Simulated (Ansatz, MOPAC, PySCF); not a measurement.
Species: CH3Si, charge -1, multiplicity 1. SMILES: C=[SiH-]
Geometry from a B3LYP-D3(BJ)/def2-TZVP (Ansatz, a program for electronic structure) optimisation:
```xyz
5

C     -1.1106     0.0255    -0.0478
Si     0.6494    -0.1171     0.0297
H     -1.6901     0.9483    -0.0880
H     -1.7425    -0.8651    -0.0598
H      1.0043     1.4034     0.0193
```
Charge -1, spin multiplicity 1.

Unscaled harmonic wavenumbers (cm⁻¹) in rising order, each level at the stationary point that it reaches from this structure (no distance between atoms moves by over 0.3 Å); the order of modes can differ between levels, and a negative number is imaginary. B3LYP-D3(BJ)/def2-TZVP (PySCF, at the structure above): 620, 688, 769, 864, 892, 1403, 1792, 3038, 3097.

PM3 (MOPAC): 644, 742, 874, 921, 933, 1395, 1974, 3117, 3191. Zero-point energy 19.7 against 18.8 kcal/mol; where all levels lie over 400 cm⁻¹, the wavenumbers are on average 1.058 times those of B3LYP-D3(BJ)/def2-TZVP.

PM6 (MOPAC): 514, 604, 786, 893, 901, 1254, 2017, 2731, 2773. Zero-point energy 17.8 against 18.8 kcal/mol; where all levels lie over 400 cm⁻¹, the wavenumbers are on average 0.954 times those of B3LYP-D3(BJ)/def2-TZVP.

HF/3-21G (Ansatz): 685, 836, 871, 934, 982, 1573, 1805, 3209, 3272. Zero-point energy 20.3 against 18.8 kcal/mol; where all levels lie over 400 cm⁻¹, the wavenumbers are on average 1.098 times those of B3LYP-D3(BJ)/def2-TZVP.
